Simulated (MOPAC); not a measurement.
Input file for MOPAC: PM7 on BrH7Si2 (a complex), monomers drawn apart or pushed together.

```
PM7 1SCF PRECISE CHARGE=0 THREADS=1
BrH7Si2

Br    -0.49929743 1     0.26644676 1    -0.20399063 1
H      0.26136496 1    -0.57131658 1     0.66736226 1
Si     0.87319835 1    -1.08484280 1     4.51479329 1
Si    -0.65541794 1     0.69143885 1     4.61377059 1
H      2.16779577 1    -0.70218176 1     5.12756575 1
H      1.14271335 1    -1.47673908 1     3.10443935 1
H      0.34204873 1    -2.27792702 1     5.21649931 1
H     -0.88794311 1     1.04164831 1     6.03651455 1
H     -1.94281076 1     0.29608347 1     3.99803536 1
H     -0.11358777 1     1.87523294 1     3.90823416 1
```

The log:

```
*******************************************************************************
 **                                                                           **
 **                              MOPAC v23.2.5                                **
 **                                                                           **
 *******************************************************************************
 ** MOPAC's Digital Object Identifier: https://doi.org/10.5281/zenodo.6511958 **
 **                                                                           **
 ** Please cite the open-source release paper for use of this MOPAC version:  **
 ** J. E. Moussa and J. J. P. Stewart (2026)                                  **
 ** MOPAC: An open-source semiempirical molecular orbital program             **
 ** J. Open Source Softw., 11(119), 8025, https://doi.org/10.21105/joss.08025 **
 *******************************************************************************

                              PM7 CALCULATION RESULTS

 *******************************************************************************
 *  PM7        - The PM7 Hamiltonian to be used
 *
 *
 *
 *                 CHARGE ON SYSTEM = 0
 *
 *
 *
 *  PRECISE    - TIGHTER CRITERIA TO BE USED
 *  1SCF       - DO 1 SCF AND THEN STOP
 *  THREADS=1  - MULTI-THREADING NOT USED
 *  T=         - A TIME OF 172800.0 SECONDS REQUESTED
 *  DUMP=N     - RESTART FILE WRITTEN EVERY 7200.0 SECONDS REQUESTED
 *******************************************************************************
PM7 1SCF PRECISE CHARGE=0 THREADS=1
 BrH7Si2

   ATOM   CHEMICAL          X               Y               Z
  NUMBER   SYMBOL      (ANGSTROMS)     (ANGSTROMS)     (ANGSTROMS)

     1      Br         -0.49929743  *   0.26644676  *  -0.20399063  *
     2       H          0.26136496  *  -0.57131658  *   0.66736226  *
     3      Si          0.87319835  *  -1.08484280  *   4.51479329  *
     4      Si         -0.65541794  *   0.69143885  *   4.61377059  *
     5       H          2.16779577  *  -0.70218176  *   5.12756575  *
     6       H          1.14271335  *  -1.47673908  *   3.10443935  *
     7       H          0.34204873  *  -2.27792702  *   5.21649931  *
     8       H         -0.88794311  *   1.04164831  *   6.03651455  *
     9       H         -1.94281076  *   0.29608347  *   3.99803536  *
    10       H         -0.11358777  *   1.87523294  *   3.90823416  *



          CARTESIAN COORDINATES

    NO.       ATOM           X           Y           Z

     1        Br         -0.4993      0.2664     -0.2040
     2         H          0.2614     -0.5713      0.6674
     3        Si          0.8732     -1.0848      4.5148
     4        Si         -0.6554      0.6914      4.6138
     5         H          2.1678     -0.7022      5.1276
     6         H          1.1427     -1.4767      3.1044
     7         H          0.3420     -2.2779      5.2165
     8         H         -0.8879      1.0416      6.0365
     9         H         -1.9428      0.2961      3.9980
    10         H         -0.1136      1.8752      3.9082

 General Reference for PM7:
 "Optimization of Parameters for Semiempirical Methods VI: More Modifications to the
 NDDO Approximations and Re-optimization of Parameters", J. J. P. Stewart, J. Mol. Mod., 1:32, 19 (2013)
 https://link.springer.com/article/10.1007/s00894-012-1667-x

           Empirical Formula: H7 Br Si2  =    10 atoms



      MOLECULAR POINT GROUP   :   Cs


      RHF CALCULATION, NO. OF DOUBLY OCCUPIED LEVELS = 11


 -------------------------------------------------------------------------------
 PM7 1SCF PRECISE CHARGE=0 THREADS=1
 BrH7Si2



     1SCF WAS SPECIFIED, SO BFGS WAS NOT USED
     SCF FIELD WAS ACHIEVED


                              PM7 CALCULATION
                                                       MOPAC v23.2.5 Linux




          FINAL HEAT OF FORMATION =         19.53017 KCAL/MOL =      81.71425 KJ/MOL


          COSMO AREA              =        167.60 SQUARE ANGSTROMS
          COSMO VOLUME            =        162.80 CUBIC ANGSTROMS

          IONIZATION POTENTIAL    =         10.637938 EV
          HOMO LUMO ENERGIES (EV) =        -10.638  0.171
          NO. OF FILLED LEVELS    =         11
          MOLECULAR WEIGHT        =        143.1303         POINT GROUP:  Cs

          MOLECULAR DIMENSIONS (Angstroms)

            Atom       Atom       Distance
            H     8   Br     1     6.30047
            H     5    H     9     4.31489
            H     7    H    10     4.00153


          SCF CALCULATIONS        =          1





   ATOM   CHEMICAL          X               Y               Z
  NUMBER   SYMBOL      (ANGSTROMS)     (ANGSTROMS)     (ANGSTROMS)

     1      Br         -0.49929743  *   0.26644676  *  -0.20399063  *
     2       H          0.26136496  *  -0.57131658  *   0.66736226  *
     3      Si          0.87319835  *  -1.08484280  *   4.51479329  *
     4      Si         -0.65541794  *   0.69143885  *   4.61377059  *
     5       H          2.16779577  *  -0.70218176  *   5.12756575  *
     6       H          1.14271335  *  -1.47673908  *   3.10443935  *
     7       H          0.34204873  *  -2.27792702  *   5.21649931  *
     8       H         -0.88794311  *   1.04164831  *   6.03651455  *
     9       H         -1.94281076  *   0.29608347  *   3.99803536  *
    10       H         -0.11358777  *   1.87523294  *   3.90823416  *

                             CARTESIAN COORDINATES

   1   Br       -0.499297430     0.266446760    -0.203990630
   2    H        0.261364960    -0.571316580     0.667362260
   3   Si        0.873198350    -1.084842800     4.514793290
   4   Si       -0.655417940     0.691438850     4.613770590
   5    H        2.167795770    -0.702181760     5.127565750
   6    H        1.142713350    -1.476739080     3.104439350
   7    H        0.342048730    -2.277927020     5.216499310
   8    H       -0.887943110     1.041648310     6.036514550
   9    H       -1.942810760     0.296083470     3.998035360
  10    H       -0.113587770     1.875232940     3.908234160


           Empirical Formula: H7 Br Si2  =    10 atoms



      MOLECULAR POINT GROUP   :   Cs


                  EIGENVALUES
 -26.21944 -20.21762 -16.38143 -14.22503 -12.93134 -12.91427 -12.45902 -12.44226
 -10.80339 -10.63866 -10.63794   0.17086   1.96341   2.07702   2.10631   2.43009
   2.48907   6.35001   8.34236  18.54305  18.57353  19.75141  19.78072  20.06935
  21.42433  21.53299  21.55092  22.51097  22.54317 258.40269 258.50880 258.51198
 259.51806 259.51900


              NET ATOMIC CHARGES AND DIPOLE CONTRIBUTIONS

  ATOM NO.   TYPE          CHARGE      No. of ELECS.   s-Pop       p-Pop       d-Pop
    1         Br          -0.176399        7.1764     1.93244     5.24232     0.00164
    2          H           0.176297        0.8237     0.82370
    3         Si          -0.058210        4.0582     0.92489     3.03886     0.09446
    4         Si          -0.058362        4.0584     0.92533     3.03936     0.09367
    5          H           0.022340        0.9777     0.97766
    6          H           0.005949        0.9941     0.99405
    7          H           0.022358        0.9776     0.97764
    8          H           0.022042        0.9780     0.97796
    9          H           0.021990        0.9780     0.97801
   10          H           0.021995        0.9780     0.97801
 DIPOLE           X         Y         Z       TOTAL
 POINT-CHG.     0.575    -0.623     0.856     1.204
 HYBRID         0.189    -0.207     0.252     0.377
 SUM            0.764    -0.830     1.108     1.581


          ATOMIC ORBITAL ELECTRON POPULATIONS

     Atom    s        px        py        pz      x^2-y^2     xz        z^2       yz        xy
    1 Br   1.93244   1.78512   1.73939   1.71782   0.00008   0.00047   0.00010   0.00056   0.00043
    2  H   0.82370
    3 Si   0.92489   1.01897   1.01874   1.00114   0.01699   0.01478   0.02374   0.01757   0.02139
    4 Si   0.92533   1.01196   1.01089   1.01651   0.01635   0.01452   0.02415   0.01678   0.02187
    5  H   0.97766
    6  H   0.99405
    7  H   0.97764
    8  H   0.97796
    9  H   0.97801
   10  H   0.97801

 **********************
 *                    *
 * JOB ENDED NORMALLY *
 *                    *
 **********************




 == MOPAC DONE ==
```

The run finished.

Cost: very roughly 0.03 core-seconds.
